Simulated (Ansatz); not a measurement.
## Pulling the pair apart

The pair of K⁺ (SMILES [K+], atom 1) and F⁻ (SMILES [F-], atom 2), both closed shells, in one local arrangement (a lower one may exist), relaxed at PBE0-D4/def2-TZVP:

K1  (0.000, 0.000, -1.094)
F2  (0.000, 0.000, 1.094)
(Å)

F⁻ is shifted rigidly along the line between the mean atom positions of the two fragments (negative: closer). Counterpoise interaction energies in kcal/mol. Program: Ansatz 0.2.0. Basis: def2-TZVPPD. Cores are frozen in the correlated methods. The outer core shell of Li, Na, Mg and K is correlated. The def2 sets are not built for correlating such inner shells, so the correlated values are less sure here.

```json
{"shift (Å)": "-0.22", "HF": "-125.31", "PBE-D4": "-128.39", "wB97M-V": "-128.03"}
{"shift (Å)": "-0.11", "HF": "-131.95", "PBE-D4": "-134.01", "wB97M-V": "-133.99"}
{"shift (Å)": "0.00", "HF": "-134.44", "PBE-D4": "-135.94", "wB97M-V": "-136.06"}
{"shift (Å)": "0.11", "HF": "-134.23", "PBE-D4": "-135.50", "wB97M-V": "-135.63"}
{"shift (Å)": "0.26", "HF": "-131.27", "PBE-D4": "-132.55", "wB97M-V": "-132.52"}
{"shift (Å)": "0.55", "HF": "-122.15", "PBE-D4": "-123.94", "wB97M-V": "-123.38"}
{"shift (Å)": "1.09", "HF": "-103.40", "PBE-D4": "-106.80", "wB97M-V": "-104.72"}
{"shift (Å)": "2.19", "HF": "-76.93", "PBE-D4": "-82.74", "wB97M-V": "-77.93"}
```

**Question.** What does CCSD(T) give at these shifts? (To be estimated.)

**Answer.** By the calculation: -124.03, -130.85, -133.57, -133.63, -131.01, -122.40, -104.12, -77.51 kcal/mol. For zero shift, CCSD(T) at an estimated basis limit (MP2 extrapolated from triple and quadruple zeta, plus CCSD(T) − MP2 in triple zeta) gives -138.04 kcal/mol. These are counterpoise interaction energies, counted from the two frozen fragments.

The T1 diagnostic stays at or below 0.020.

For scale, one of the runs: CCSD(T)/def2-TZVPPD, 76 basis functions, launched by `ansatz run in.yaml --threads 2 --pin off --events-out ev --progress --plain --max-ram 5222MiB`. Hardware: 2 CPU threads of an Arm Neoverse V2, shared host. Wall time about 0.81 s.
